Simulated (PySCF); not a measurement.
Molfile (atoms numbered from 1):
```
C7H8O
     RDKit          3D

 16 18  0  0  0  0  0  0  0  0999 V2000
    2.4161    0.8999   -0.6553 O   0  0  0  0  0  0  0  0  0  0  0  0
    1.6736    0.5470    0.4901 C   0  0  0  0  0  0  0  0  0  0  0  0
    0.2472    0.1837    0.1671 C   0  0  1  0  0  0  0  0  0  0  0  0
   -0.6707    1.1415   -0.5228 C   0  0  0  0  0  0  0  0  0  0  0  0
   -1.8248    0.4967   -0.6608 C   0  0  0  0  0  0  0  0  0  0  0  0
   -1.6077   -0.8464   -0.0544 C   0  0  1  0  0  0  0  0  0  0  0  0
   -0.1526   -1.2314   -0.2338 C   0  0  2  0  0  0  0  0  0  0  0  0
   -0.5865   -0.7207    1.0587 C   0  0  1  0  0  0  0  0  0  0  0  0
    2.3078    0.2078   -1.3173 H   0  0  0  0  0  0  0  0  0  0  0  0
    2.1557   -0.2909    1.0183 H   0  0  0  0  0  0  0  0  0  0  0  0
    1.7034    1.4272    1.1387 H   0  0  0  0  0  0  0  0  0  0  0  0
   -0.3849    2.1296   -0.8225 H   0  0  0  0  0  0  0  0  0  0  0  0
   -2.7452    0.8214   -1.1034 H   0  0  0  0  0  0  0  0  0  0  0  0
   -2.3847   -1.5946   -0.0185 H   0  0  0  0  0  0  0  0  0  0  0  0
    0.3658   -2.1065   -0.5680 H   0  0  0  0  0  0  0  0  0  0  0  0
   -0.5200   -1.0555    2.0723 H   0  0  0  0  0  0  0  0  0  0  0  0
  1  2  1  0
  3  2  1  1
  3  4  1  0
  4  5  2  0
  5  6  1  0
  6  7  1  0
  7  8  1  0
  7  3  1  0
  8  3  1  0
  8  6  1  0
  1  9  1  0
  2 10  1  0
  2 11  1  0
  4 12  1  0
  5 13  1  0
  6 14  1  1
  7 15  1  1
  8 16  1  1
M  END
```

Geometry: GFN2-xTB; GIAO shifts from PySCF, gas phase, non-relativistic, averaged over equivalent atoms.

At X3LYP/pcSseg-1 (176 basis functions, 28 s wall time on 1 thread of an Arm Neoverse V1, shared host):
| atoms | δ (ppm) |
| --- | --- |
| O1 | 54.1 |
| C5 | 144.0 |
| C4 | 142.4 |
| C2 | 67.2 |
| C3 | 56.5 |
| C7/C8 | 55.3 |
| C6 | 37.7 |
| H12 | 6.29 |
| H13 | 6.19 |
| H10/H11 | 3.90 |
| H15/H16 | 3.85 |
| H14 | 1.63 |
| H9 | 0.03 |

Scale: 17O (336.70 ppm) against H2O; 13C (182.17 ppm), 1H (31.81 ppm) against TMS (reference shieldings calculated alike).

Question: Predict the values at PBE0/pcSseg-1 on the same geometry.

Answer: 
```
  atoms  δ at PBE0/pcSseg-1  change
     O1                47.3    -6.8
     C5               143.5    -0.5
     C4               142.1    -0.3
     C2                65.3    -1.9
     C3                55.2    -1.3
  C7/C8                55.2    -0.1
     C6                37.6    -0.1
    H12                6.39   +0.10
    H13                6.29   +0.10
H10/H11                3.87   -0.03
H15/H16                3.90   +0.05
    H14                1.68   +0.05
     H9                0.07   +0.04
```

References, each an isolated molecule treated in the same way: H2O for 17O (σref 336.08); 13C (σref 186.93) and 1H (σref 31.72) vs TMS.

The largest change is at O1 (alcohol oxygen). Cost: 176 basis functions, 24 s wall time on 1 thread of an Arm Neoverse V1, shared host. The order of the carbon signals is the same at both levels.

Experimental scales use liquid or dissolved standards, which lie at an offset from isolated H2O (liquid H2O: subtract about 36 ppm).
